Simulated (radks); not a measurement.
Results of a calculation; reference values are marked as such.
Q: The praseodymium ion Pr6+ is in [Kr] 4d10 5s2 5p5. Level of theory: scalar-relativistic Kohn-Sham, PBE, spin-polarised, spherical densities, finite nucleus; Fermi nuclear charge, rms radius of each element as measured or else 0.836 A^(1/3) + 0.57 fm (a radial shooting solver on a logarithmic mesh with Libxc functionals). Open shells are filled with parallel spins first. One electron is removed from 5p, 4d, 5s, 4p in turn, with full relaxation. Which removal costs least, and what does each cost?

A: 5p 97.263 eV; 5s 119.29 eV; 4d 212.95 eV; 4p 319.85 eV. The 5p electron leaves first.
